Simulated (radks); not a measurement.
Trend from Lu2+ to Hg2+: ionisation energy by Delta-SCF between NIST ground configurations, and size. Calculated with a radial shooting solver on a logarithmic mesh with Libxc functionals: Dirac Kohn-Sham, LDA (Slater exchange, Perdew-Wang correlation), spin-unpolarised, spherical densities, finite nucleus; open shells are shared between the two j in proportion to 2j + 1; Fermi nuclear charge, rms radius of each element as measured or else 0.836 A^(1/3) + 0.57 fm.

species,configuration,IE (eV),NIST (eV),kind,-e(HOMO) (eV)
Lu2+,[Xe] 4f14 6s1,21.290,20.959,exp.,17.911 (6s1/2)
Hf2+,[Xe] 4f14 5d2,22.093,22.55,theory,16.778 (5d5/2)
Ta2+,[Xe] 4f14 5d3,23.919,23,theory,18.344 (5d5/2)
W2+,[Xe] 4f14 5d4,25.697,26.0,semi-emp.,19.856 (5d5/2)
Re2+,[Xe] 4f14 5d5,27.439,27,theory,21.327 (5d5/2)
Os2+,[Xe] 4f14 5d6,29.151,25,theory,22.766 (5d5/2)
Ir2+,[Xe] 4f14 5d7,30.841,28,theory,24.179 (5d5/2)
Pt2+,[Xe] 4f14 5d8,32.514,29,theory,25.572 (5d5/2)
Au2+,[Xe] 4f14 5d9,34.174,30,theory,26.948 (5d5/2)
Hg2+,[Xe] 4f14 5d10,35.823,34.49,exp.,28.311 (5d5/2)

Reference values: NIST Atomic Spectra Database (exp. = measured, semi-emp. = semi-empirical, theory = theoretical value adopted there). Spin polarisation and multiplet splitting are left out, so open shells lie too high by an amount that depends on their filling. Sharing an open shell by 2j + 1 raises it above the true ground level by a part of the spin-orbit splitting, which enters the differences from NIST.

Beside tabulated values, note that spin-unpolarised runs miss the spin-polarisation part of the exchange energy of open shells.
